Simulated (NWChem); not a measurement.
System: C₂H₃FMgO₂

Input file for NWChem:

```
start job
memory heap 200 mb stack 900 mb global 1100 mb
geometry units angstroms noautosym nocenter noautoz
  Mg    -0.010240     1.258212     0.000000
  F     -0.183816     3.010262     0.000000
  C      0.322731    -2.560358     0.000000
  C      0.212798    -1.070765     0.000000
  O      0.151253    -0.426936    -1.092878
  O      0.151253    -0.426936     1.092878
  H      0.832971    -2.907126     0.906508
  H      0.832971    -2.907126    -0.906508
  H     -0.696059    -2.978770     0.000000
end
basis spherical
  * library 6-311g**
end
dft
  xc b3lyp
  iterations 150
end
tddft
  cis
  ecut -23.0
  nroots 6
  notriplet
end
task tddft energy
```

Geometry: optimised at PBE0/def2-SVP. B3LYP is NWChem's, with the RPA form of VWN correlation.

Core excitations by TDA in a window of 1s orbitals, non-relativistic and unshifted: absolute energies depend strongly on the exact-exchange share.

**Question.** Give the results of this calculation. (B3LYP/6-311G** (spherical d), restricted-window TDA.) Quantities: first 1s excitation (eV); dipole oscillator strength of the first; first state with f > 0.002 (eV); dipole oscillator strength of that state.

**Answer.** The first 1s excitation (eV) comes out as 666.0 and the dipole oscillator strength of the first comes out as 0.0044. The first state with f > 0.002 (eV) is 666.0. The dipole oscillator strength of that state comes out as 0.0044.
